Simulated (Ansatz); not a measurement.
`CC1=CC(C)=[O+][Al-]([OH])([OH])[O]1` + `[OH][Al]([F])[SeH]` → `[OH][Al]([OH])[SeH]` + `CC1=CC(C)=[O+][Al-]([OH])([F])[O]1`  (redistribution)

Gas-phase electronic energies from Ansatz, PBE0-D4/def2-TZVP geometries. CCSD(T)/CBS adds triple-zeta CCSD(T) − MP2 to the extrapolated MP2 energy (def2 sets, frozen cores). Functionals use def2-TZVPP. B3LYP here is the variant with VWN-RPA as its local correlation; programs differ in this. HSE06 is defined as in plane-wave codes. For Se outer-core shells are correlated without core-valence functions, which leaves a few kJ/mol of doubt a bond. Scalar relativity is left out up to krypton. Each species was taken in one conformer, which may not be the lowest.

```csv
level,ΔE (kJ/mol)
B3LYP-D4,-8.2
r2SCANh-D4,-9.4
PBE0,-9.4
r2SCAN0,-10.1
HSE06,-9.5
LC-ωPBE,-9.4
MP2/def2-SVP,-5.8
MP2/def2-QZVPP,-8.4
```

(1) What does CCSD(T)/CBS give? (An estimate is asked.)

Largest T1 diagnostic among the species: 0.015.

Results:

(1) Computed: -8.6 kJ/mol. The listed levels differ from it by 0.4, -0.8, -0.8, -1.5, -0.9, -0.8, 2.8, 0.2 kJ/mol.

Leaving LDA and LC-ωPBE aside and taking each functional with its dispersion term where it has one, the values, not all of them listed here, spread over 2.7 kJ/mol, from r2SCAN0-D4 to revPBE-D4.

CCSD(T)/CBS has its own doubt, a few kJ/mol and more with outer-core shells, so smaller differences from it don't rank the levels.
